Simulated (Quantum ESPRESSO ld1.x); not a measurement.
The numbers below are computed, except where a source is named.
Problem. The table gives one normalised radial function P(r) = r R(r) of Ta2+ in [Xe] 4f14 5d3 (r in bohr). Code: ld1.x of Quantum ESPRESSO 7.5. Model: scalar-relativistic Kohn-Sham, LDA (Slater exchange, Perdew-Wang correlation), spin-polarised, spherical densities, point nucleus; open shells are filled with parallel spins first (spin-orbit coupling, left out, can overturn this in heavy ions).

| r | P |
|---|---|
| 0.001233 | 0.0000 |
| 0.001657 | 0.0000 |
| 0.002211 | 0.0000 |
| 0.002972 | 0.0000 |
| 0.003964 | 0.0000 |
| 0.00533 | 0.0000 |
| 0.007109 | 0.0000 |
| 0.009557 | 0.0001 |
| 0.01275 | 0.0002 |
| 0.01714 | 0.0005 |
| 0.02286 | 0.0015 |
| 0.03073 | 0.0043 |
| 0.04132 | 0.0116 |
| 0.05511 | 0.0290 |
| 0.07409 | 0.0700 |
| 0.09882 | 0.1528 |
| 0.1329 | 0.3092 |
| 0.1772 | 0.5477 |
| 0.2382 | 0.8580 |
| 0.3178 | 1.1360 |
| 0.4272 | 1.2693 |
| 0.5698 | 1.1866 |
| 0.7661 | 0.9316 |
| 1.022 | 0.6234 |
| 1.374 | 0.3445 |
| 1.847 | 0.1551 |
| 2.463 | 0.0563 |
| 3.312 | 0.0144 |
| 4.417 | 0.0025 |
| 5.939 | 0.0002 |

Which n and l does it have? It may be an empty orbital.

Solution. n = 4, l = 3: the number of nodes gives n - l - 1 = 0, the rise at small r (about r^(l+1), flatter next to the nucleus through relativity) gives l, and the extent must fit the shell. The curve is that of 4f down; the table hardly tells the two spins apart. 4f down: eigenvalue -40.339 eV, 0 radial nodes, <r> = 0.637 bohr, 90 % of the charge inside 1.06 bohr.
